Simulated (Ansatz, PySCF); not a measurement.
This triplet lies 0.19 eV above the relaxed singlet at the level frozen-core CCSD(T)/aug-cc-pVDZ // PBE0-D3(BJ)/def2-TZVPD (Ansatz, a first-principles code); other levels give the other order.

Z-matrix (Å, degrees):
```
Al
H 1 1.6181
H 1 1.6203 2 113.90
Al 1 2.5111 2 118.63 3 179.95
Cl 4 2.2206 1 121.41 2 179.96
```
Charge -1, spin multiplicity 3.

Q: What is the computed highest occupied spin orbital and total energy (PySCF with PBE0-D3(BJ)/def2-TZVPD)?

A: 
highest occupied spin orbital: -0.22 eV
total energy: -945.9800 Ha
